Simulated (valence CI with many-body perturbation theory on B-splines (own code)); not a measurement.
**E1 transitions of Sm LVII**

Method: relativistic CI+MBPT: four valence electrons over a frozen Dirac-Fock core [He], radial functions for each j: 11 s, 11 p, 9 d, 7 f, 5 g, 2 h, 1 i, with the one-electron correlation potential Σ1, the two-electron term Σ2, the three-electron term Σ3, Breit, model QED; selected CI, second order for the rest (own B-spline code, finite nucleus).

The last digits are not significant, and no measured levels were compared; by estimate large intervals hold to a few tenths of a per cent, small ones and those within an open d or f shell to about a per cent. Among the levels kept, up to 250 cm⁻¹ of a level comes from second order outside the variational space, and about a tenth of that is noise between levels of different J, which matters for small intervals.

Lines 201 to 250 of 259 in falling wavelength, among levels below 8182.2 eV, chosen from the strongest by gf and those to the six lowest levels. Wavelengths and rates use the calculated energies. Electric multipoles are in the length gauge, E1 and E2 with the static RPA response of the core. Weak lines are less certain than strong ones. Lines between different terms over intervals too small for the method are left out, as are lines whose strength nearly cancels. The highest levels of a list are the least certain.

Levels are named by their leading jj configuration (3d3/2^4 stands for four electrons in 3d with j = 3/2), which in mixed levels can hold well under half, so a name can repeat and another be missing. Letters in brackets count levels of one name in rising energy.

| λ vac (nm) | Upper | Lower | A (s⁻¹) | S (a.u.) with core polarisation | S without |
| --- | --- | --- | --- | --- | --- |
| 0.1722 | (2s 2p1/2 2p3/2 3p1/2) J=2 [b] | (2s^2 2p1/2 2p3/2) J=2 | 1.32e+14 | 1.66e-03 | 1.66e-03 |
| 0.1719 | (2s 2p1/2 2p3/2 3d3/2) J=1 [c] | (2s 2p1/2^2 2p3/2) J=1 | 2.03e+12 | 1.53e-05 | 1.53e-05 |
| 0.1718 | (2s 2p1/2 2p3/2 3p1/2) J=2 [b] | (2s^2 2p1/2 2p3/2) J=1 | 1.07e+13 | 1.33e-04 | 1.33e-04 |
| 0.1718 | (2s 2p1/2 2p3/2 3d5/2) J=1 [b] | (2s 2p1/2^2 2p3/2) J=1 | 4.16e+14 | 3.13e-03 | 3.13e-03 |
| 0.1717 | (2s 2p1/2 2p3/2 3d5/2) J=2 [b] | (2s 2p1/2^2 2p3/2) J=1 | 2.05e+14 | 2.56e-03 | 2.56e-03 |
| 0.1717 | (2s 2p1/2 2p3/2 3d3/2) J=3 [b] | (2s 2p1/2^2 2p3/2) J=2 | 6.37e+14 | 1.11e-02 | 1.11e-02 |
| 0.1717 | (2s 2p1/2 2p3/2 3d3/2) J=2 [b] | (2s 2p1/2^2 2p3/2) J=2 | 8.66e+14 | 1.08e-02 | 1.08e-02 |
| 0.1716 | (2s 2p1/2 2p3/2 3d3/2) J=1 [b] | (2s 2p1/2^2 2p3/2) J=2 | 1.03e+15 | 7.69e-03 | 7.69e-03 |
| 0.1716 | (2s 2p1/2 2p3/2 3p1/2) J=1 [b] | (2s^2 2p1/2 2p3/2) J=2 | 8.42e+13 | 6.30e-04 | 6.30e-04 |
| 0.1716 | (2s 2p1/2 2p3/2 3d3/2) J=0 [b] | (2s 2p1/2^2 2p3/2) J=1 | 5.43e+14 | 1.35e-03 | 1.35e-03 |
| 0.1715 | (2s 2p1/2 2p3/2 3p1/2) J=2 [c] | (2s^2 2p1/2 2p3/2) J=2 | 1.82e+14 | 2.26e-03 | 2.26e-03 |
| 0.1715 | (2s 2p1/2 2p3/2 3d3/2) J=2 [d] | (2s 2p1/2^2 2p3/2) J=1 | 5.29e+14 | 6.59e-03 | 6.59e-03 |
| 0.1714 | (2s 2p1/2 2p3/2 3d3/2) J=1 [d] | (2s 2p1/2^2 2p3/2) J=1 | 3.36e+14 | 2.50e-03 | 2.51e-03 |
| 0.1713 | (2s 2p1/2 2p3/2 3d5/2) J=0 | (2s 2p1/2^2 2p3/2) J=1 | 3.57e+14 | 8.86e-04 | 8.87e-04 |
| 0.1712 | (2s 2p1/2 2p3/2 3p1/2) J=0 | (2s^2 2p1/2 2p3/2) J=1 | 3.18e+14 | 7.87e-04 | 7.87e-04 |
| 0.1712 | (2s 2p1/2 2p3/2 3p1/2) J=1 [b] | (2s^2 2p1/2 2p3/2) J=1 | 2.25e+14 | 1.67e-03 | 1.67e-03 |
| 0.1711 | (2s 2p1/2 2p3/2 3p1/2) J=2 [c] | (2s^2 2p1/2 2p3/2) J=1 | 9.13e+13 | 1.13e-03 | 1.13e-03 |
| 0.1711 | (2p1/2^2 2p3/2 3p1/2) J=2 | (2s 2p1/2^2 2p3/2) J=2 | 2.82e+13 | 3.49e-04 | 3.50e-04 |
| 0.1710 | (2s^2 2p1/2 3d3/2) J=1 | (2s^2 2p1/2^2) J=0 | 7.84e+14 | 5.80e-03 | 5.81e-03 |
| 0.1710 | (2s^2 2p3/2 3d3/2) J=2 | (2s^2 2p1/2 2p3/2) J=2 | 2.30e+14 | 2.83e-03 | 2.84e-03 |
| 0.1710 | (2s 2p1/2 2p3/2 3d5/2) J=3 [a] | (2s 2p1/2^2 2p3/2) J=2 | 5.34e+13 | 9.23e-04 | 9.24e-04 |
| 0.1710 | (2p1/2^2 2p3/2 3p1/2) J=1 | (2s 2p1/2^2 2p3/2) J=2 | 7.76e+13 | 5.74e-04 | 5.76e-04 |
| 0.1708 | (2s^2 2p3/2 3d3/2) J=3 | (2s^2 2p1/2 2p3/2) J=2 | 6.19e+14 | 1.07e-02 | 1.07e-02 |
| 0.1707 | (2s^2 2p3/2 3d3/2) J=1 | (2s^2 2p1/2 2p3/2) J=2 | 8.48e+13 | 6.25e-04 | 6.26e-04 |
| 0.1706 | (2s 2p1/2 2p3/2 3d3/2) J=2 [c] | (2s 2p1/2^2 2p3/2) J=2 | 2.08e+12 | 2.55e-05 | 2.55e-05 |
| 0.1706 | (2s 2p1/2 2p3/2 3p1/2) J=1 [c] | (2s^2 2p1/2 2p3/2) J=2 | 1.17e+14 | 8.60e-04 | 8.59e-04 |
| 0.1706 | (2s^2 2p3/2 3d3/2) J=2 | (2s^2 2p1/2 2p3/2) J=1 | 2.71e+14 | 3.31e-03 | 3.32e-03 |
| 0.1705 | (2s 2p1/2 2p3/2 3d3/2) J=3 [c] | (2s 2p1/2^2 2p3/2) J=2 | 6.58e+12 | 1.13e-04 | 1.13e-04 |
| 0.1703 | (2s^2 2p3/2 3d3/2) J=1 | (2s^2 2p1/2 2p3/2) J=1 | 4.53e+14 | 3.31e-03 | 3.32e-03 |
| 0.1703 | (2s^2 2p3/2 3d3/2) J=0 | (2s^2 2p1/2 2p3/2) J=1 | 5.50e+14 | 1.34e-03 | 1.34e-03 |
| 0.1703 | (2s 2p1/2 2p3/2 3d5/2) J=3 [b] | (2s 2p1/2^2 2p3/2) J=2 | 7.18e+12 | 1.23e-04 | 1.23e-04 |
| 0.1702 | (2s 2p1/2 2p3/2 3p1/2) J=1 [c] | (2s^2 2p1/2 2p3/2) J=1 | 1.80e+13 | 1.32e-04 | 1.32e-04 |
| 0.1698 | (2s^2 2p3/2 3d5/2) J=2 | (2s^2 2p1/2 2p3/2) J=2 | 5.39e+12 | 6.51e-05 | 6.52e-05 |
| 0.1697 | (2s 2p1/2 2p3/2 3d3/2) J=1 [d] | (2s 2p1/2^2 2p3/2) J=2 | 1.79e+12 | 1.29e-05 | 1.29e-05 |
| 0.1695 | (2s^2 2p3/2 3d5/2) J=3 | (2s^2 2p1/2 2p3/2) J=2 | 3.04e+13 | 5.11e-04 | 5.11e-04 |
| 0.1694 | (2s^2 2p3/2 3d5/2) J=2 | (2s^2 2p1/2 2p3/2) J=1 | 2.46e+12 | 2.95e-05 | 2.95e-05 |
| 0.1693 | (2s 2p1/2 2p3/2 3p3/2) J=3 [a] | (2s^2 2p1/2 2p3/2) J=2 | 5.31e+12 | 8.90e-05 | 8.89e-05 |
| 0.1692 | (2s 2p1/2 2p3/2 3d5/2) J=3 [c] | (2s 2p1/2^2 2p3/2) J=2 | 4.16e+12 | 6.96e-05 | 6.96e-05 |
| 0.1689 | (2s 2p1/2 2p3/2 3p3/2) J=2 [a] | (2s^2 2p1/2 2p3/2) J=2 | 5.22e+12 | 6.20e-05 | 6.20e-05 |
| 0.1689 | (2s^2 2p3/2 3d5/2) J=1 | (2s^2 2p1/2 2p3/2) J=1 | 4.24e+13 | 3.02e-04 | 3.02e-04 |
| 0.1687 | (2s 2p1/2 2p3/2 3p3/2) J=1 [a] | (2s^2 2p1/2 2p3/2) J=1 | 1.31e+14 | 9.33e-04 | 9.32e-04 |
| 0.1685 | (2s 2p1/2 2p3/2 3p3/2) J=2 [a] | (2s^2 2p1/2 2p3/2) J=1 | 1.59e+14 | 1.87e-03 | 1.87e-03 |
| 0.1685 | (2s 2p1/2 2p3/2 3p3/2) J=2 [b] | (2s^2 2p1/2 2p3/2) J=2 | 1.45e+14 | 1.71e-03 | 1.71e-03 |
| 0.1683 | (2s 2p1/2 2p3/2 3p3/2) J=1 [b] | (2s^2 2p1/2 2p3/2) J=2 | 1.94e+14 | 1.37e-03 | 1.37e-03 |
| 0.1682 | (2s 2p1/2 2p3/2 3p3/2) J=0 [a] | (2s^2 2p1/2 2p3/2) J=1 | 2.84e+14 | 6.67e-04 | 6.67e-04 |
| 0.1681 | (2s 2p1/2 2p3/2 3p3/2) J=2 [b] | (2s^2 2p1/2 2p3/2) J=1 | 1.62e+12 | 1.90e-05 | 1.89e-05 |
| 0.1680 | (2s 2p1/2 2p3/2 3p3/2) J=3 [b] | (2s^2 2p1/2 2p3/2) J=2 | 1.58e+14 | 2.58e-03 | 2.58e-03 |
| 0.1679 | (2s 2p1/2 2p3/2 3p3/2) J=1 [b] | (2s^2 2p1/2 2p3/2) J=1 | 7.90e+12 | 5.54e-05 | 5.54e-05 |
| 0.1679 | (2s 2p1/2^2 3p3/2) J=1 | (2s^2 2p1/2^2) J=0 | 2.72e+14 | 1.90e-03 | 1.90e-03 |
| 0.1678 | (2p1/2^2 2p3/2 3s) J=2 | (2s^2 2p1/2 2p3/2) J=2 | 1.23e+13 | 1.44e-04 | 1.44e-04 |
